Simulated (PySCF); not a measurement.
An equivalent PySCF input for Li⁺ (lithium, charge +1), 1s2, closed-shell 1S, with no relativity, point nucleus:

```python
from pyscf import gto, scf, dft, mp, cc
import basis_set_exchange as bse
mol = gto.M(atom="Li 0 0 0", charge=1, spin=0, symmetry="D2h",
            basis=gto.basis.parse(bse.get_basis("pcseg-2", elements=["Li"], fmt="nwchem", header=False)))
mf = dft.UKS(mol, xc="LDA,VWN")
mf.irrep_nelec = {'Ag': (1, 1)}
mf.kernel()
```

It reaches the same state as the run whose output follows, with an energy that differs only through the grid. The run itself started from symmetry-adapted Hartree-Fock orbitals and held the occupation by maximum overlap, on a logarithmic radial grid, so the iterations belong to that start.

```
SCF conv_tol = 1e-09
number electrons alpha = 1  beta = 1
XC functionals = LDA,VWN
    P. A. M. Dirac.,  Math. Proc. Cambridge Philos. Soc. 26, 376 (1930)
    F. Bloch.,  Z. Phys. 57, 545 (1929)
    S. H. Vosko, L. Wilk, and M. Nusair.,  Can. J. Phys. 58, 1200 (1980)
cycle= 1 E= -7.14235610686187  delta_E= -0.00125  |g|= 0.0147  |ddm|= 0.395
cycle= 2 E= -7.14239642070386  delta_E= -4.03e-05  |g|= 0.00282  |ddm|= 0.0892
cycle= 3 E= -7.14239798493048  delta_E= -1.56e-06  |g|= 2e-06  |ddm|= 0.0144
cycle= 4 E= -7.1423979849312  delta_E= -7.19e-13  |g|= 1.75e-09  |ddm|= 1.07e-05
converged SCF energy = -7.1423979849312  <S^2> = -8.8817842e-16  2S+1 = 1
```
